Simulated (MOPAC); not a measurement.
MOPAC input (AM1):

```
AM1 FORCE THERMO(298,298) PRECISE LET CHARGE=-1 GEO-OK AUX(PRECISION=9) THREADS=1
HCl2Si

Si   -0.03655116 1   -0.79960780 1    0.11542121 1
Cl    1.73012673 1    0.32638851 1    0.01658896 1
Cl   -1.69525051 1    0.46994656 1   -0.07361468 1
H    -0.05254885 1   -1.83334290 1   -0.92226304 1
```

Which zero-point energy does it print?

5.72 kcal/mol, from the harmonic wavenumbers of AM1.
